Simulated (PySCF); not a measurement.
B3LYP has the VWN-RPA correlation part, as in Gaussian. Delta-SCF ions had no search for a lower state. Excitations are Tamm–Dancoff values on a coarser integration grid. The basis has no diffuse functions, so Rydberg states are missing or too high.

**CH5BO, SMILES `CBO` (C–B–O–H torsion 180°) (charge 0, multiplicity 1)**

Method: B3LYP-D3(BJ)/def2-TZVP run with PySCF.

```yaml
HOMO: -8.38 eV
dipole_moment: 1.09 D
HOMO–LUMO gap: 8.33 eV
LUMO: -0.05 eV
S1 excitation (TDA): 6.81 eV
S1 oscillator strength: 0.002
T1 excitation (TDA): 6.27 eV
S1–T1 gap (TDA): 0.55 eV
vertical ionisation energy (Delta-SCF): 11.12 eV
total_energy: -3845.38 eV
cost: around 40 core-seconds (rough)
```

```xyz
8

C     -0.9918     0.1798     0.0113
B      0.4891    -0.3045    -0.0825
O      1.4921     0.5428     0.2720
H     -1.0886     1.2057     0.3697
H     -1.5646    -0.4779     0.6740
H     -1.4790     0.1031    -0.9666
H      0.7718    -1.4099    -0.4607
H      2.3709     0.1607     0.1828
```
